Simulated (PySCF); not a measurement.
From one molecule to another.

First species: C4H8FNSi2.
SMILES: `C[C@@H]1[SiH2][C@@H](F)[Si@@H]1C#N`

Second species: C4H8FNSi2.
Numbering: `[N:1]#[C:2][Si@@H:3]1[CH2:4][CH2:5][CH2:6][Si@@H:7]1[F:8]` (hydrogens: H9 on Si3; H10, H11 on C4; H12, H13 on C5; H14, H15 on C6; H16 on Si7)

Levels: wB97X-D/def2-SVPD for HOMO energy, LUMO energy, HOMO–LUMO gap and static isotropic polarisability; TDDFT wB97X-D/def2-SVPD for lowest singlet excitation; TDA wB97X-D/def2-SVPD for lowest triplet excitation (Tamm–Dancoff). Geometries: GFN2-xTB. Each structure is a single optimised conformer of the isolated species, non-relativistic unless stated; the electronic structure was computed with PySCF and density fitting.

Values for the first species:

| Property | Result |
| --- | --- |
| HOMO energy | -9.97 eV |
| LUMO energy | 0.50 eV |
| HOMO–LUMO gap | 10.47 eV |
| Lowest singlet excitation | 5.90 eV |
| Lowest triplet excitation (Tamm–Dancoff) | 5.50 eV |
| Static isotropic polarisability | 99.2 au |

(1) Estimate the same properties for the second species, and the change in each.

Answers

(1) 
```json
{"property": "HOMO energy", "first": "-9.97 eV", "second": "-9.98 eV", "second less first": "-0.01 eV"}
{"property": "LUMO energy", "first": "0.50 eV", "second": "0.31 eV", "second less first": "-0.19 eV"}
{"property": "HOMO–LUMO gap", "first": "10.47 eV", "second": "10.29 eV", "second less first": "-0.18 eV"}
{"property": "lowest singlet excitation", "first": "5.90 eV", "second": "5.65 eV", "second less first": "-0.25 eV"}
{"property": "lowest triplet excitation (Tamm–Dancoff)", "first": "5.50 eV", "second": "5.06 eV", "second less first": "-0.44 eV"}
{"property": "static isotropic polarisability", "first": "99.2 au", "second": "98.4 au", "second less first": "-0.8 au"}
```

On the first: The vertical singlet–triplet gap S1 − T1 is 0.40 eV (TDDFT singlet less Tamm–Dancoff triplet; S1: HOMO→LUMO+1, weight 0.43, beside HOMO→LUMO, weight 0.40; T1: HOMO→LUMO, weight 0.42, beside HOMO→LUMO+1, weight 0.41). The principal polarisabilities are 87.4, 95.9 and 114.4 au; their mean is the isotropic value.

On the second: No computed singlet falls in the visible range (750 to 380 nm, 1.65 to 3.26 eV); S1 lies 2.39 eV above its blue end. The polarisability is 14.58 Å³ as a volume (1 au = 0.148185 Å³), or 1.30 au for each of the 76 electrons.
